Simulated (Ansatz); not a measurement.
The cluster AlCu6⁻. Charge -1, multiplicity 1. Geometry PBE-D4/def2-SVPD; atoms count from 1.

```xyz
7

Cu    0.541    0.811   -1.244
Cu    0.779   -1.375   -0.023
Cu    1.634    0.703    0.881
Cu   -1.170   -0.902   -1.326
Cu    0.821   -0.977    2.358
Cu   -1.795    1.393   -1.424
Al   -0.811    0.347    0.778
```

The restricted singlet is unstable towards broken spin symmetry in Hartree–Fock (as tested in another run); at PBE0-D4/def2-TZVPD this wasn't settled. The structure comes from a short search, and lower isomers may exist.

Question: Estimate the Mulliken populations from the PBE0/def2-TZVPD orbitals of Ansatz.

Answer: 
```csv
atom,charge (e),d electrons
Cu1,-0.35,9.81
Cu2,-0.35,9.82
Cu3,-0.20,9.84
Cu4,-0.20,9.84
Cu5,0.02,9.86
Cu6,0.02,9.86
Al7,0.05,–
```
Mulliken values depend strongly on the basis. With diffuse functions, as here, like atoms can get unlike values, and bond orders can come out too low or too high.

Question: And the Mayer bond orders between heavy atoms (over 0.3)?

Answer: Cu1–Cu2 0.46 (2.52 Å); Cu1–Cu3 0.56 (2.39 Å); Cu1–Cu4 0.47 (2.42 Å); Cu1–Cu6 0.50 (2.41 Å); Cu1–Al7 0.40 (2.48 Å); Cu2–Cu3 0.47 (2.42 Å); Cu2–Cu4 0.56 (2.39 Å); Cu2–Cu5 0.50 (2.41 Å); Cu2–Al7 0.40 (2.48 Å); Cu3–Cu5 0.53 (2.38 Å); Cu3–Al7 0.44 (2.47 Å); Cu4–Cu6 0.53 (2.38 Å); Cu4–Al7 0.44 (2.47 Å); Cu5–Al7 0.47 (2.63 Å); Cu6–Al7 0.47 (2.63 Å).
